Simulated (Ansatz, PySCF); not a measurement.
System: CF (charge +1, singlet). SMILES of the parent species: F[C]
Structure (B3LYP-D3(BJ)/def2-TZVP (Ansatz, a quantum-chemistry and plane-wave program) minimum search):
```xyz
2

C      0.0000     0.0000    -0.6936
F      0.0000     0.0000     0.4624
```
Charge +1, spin multiplicity 1.

Unscaled harmonic wavenumbers (cm⁻¹) in rising order, each level at the stationary point that it reaches from this structure (no distance between atoms moves by over 0.3 Å); the order of modes can differ between levels, and a negative number is imaginary. B3LYP-D3(BJ)/def2-TZVP (PySCF, at the structure above): 1787.

HF/3-21G (Ansatz): 1764. Zero-point energy 2.5 against 2.6 kcal/mol; where all levels lie over 400 cm⁻¹, the wavenumbers are on average 0.987 times those of B3LYP-D3(BJ)/def2-TZVP.

B3LYP/6-31G* (Ansatz): 1782. Zero-point energy 2.5 against 2.6 kcal/mol; where all levels lie over 400 cm⁻¹, the wavenumbers are on average 0.997 times those of B3LYP-D3(BJ)/def2-TZVP.
